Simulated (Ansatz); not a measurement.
```yaml
crystal:
  periodic: [false, false, false]
  atoms:
    - {symbol: F, position_ang: [1.197842, -1.138745, 0.506330]}
    - {symbol: Ge, position_ang: [-0.072657, 0.022178, 0.042379]}
    - {symbol: F, position_ang: [-0.940837, 0.210137, 1.531684]}
    - {symbol: Cl, position_ang: [-1.220461, -0.818603, -1.592790]}
    - {symbol: Cl, position_ang: [1.155910, 1.603938, -0.614158]}
basis:
  gaussian: {orbitals: aug-cc-pVDZ}
total_charge: 1
magnetization: {spin_polarized: true, initial_magnetization: 1}
hamiltonian: {xc: {name: TPSS}, dispersion: d4}
```

```sh
$ ansatz run in.yaml --threads 4 --pin off --events-out ev --progress --plain --max-ram 10444MiB
```

**Question.** How does Ansatz answer? (Best estimate.)

**Answer.** Ansatz gave: The input was rejected before any iteration.
```
Error: YAML parse error: error: line 13 column 19: hamiltonian.xc: no functional is named "TPSS"; the names, which are not case-sensitive, are SVWN5, SPW92, PBE, PBE0, PBEsol, revPBE, revPBE0, RPBE, rPW86-PBE, HSE06, wPBEh, LC-wPBE, HISS, HF, BLYP, B3LYP, B3LYP5, BHLYP, CAM-B3LYP, r2SCAN, r2SCANh, r2SCAN0, r2SCAN50, m-r2SCAN, B97, wB97, wB97X, wB97X-V, B97M-V, wB97M-V, B2PLYP, B2GP-PLYP, PBE0-DH, PBE-QIDH
11 | total_charge: 1
12 | magnetization: {spin_polarized: true, initial_magnetization: 1}
13 | hamiltonian: {xc: {name: TPSS}, dispersion: d4}
```

HSE06 is defined as in plane-wave codes.
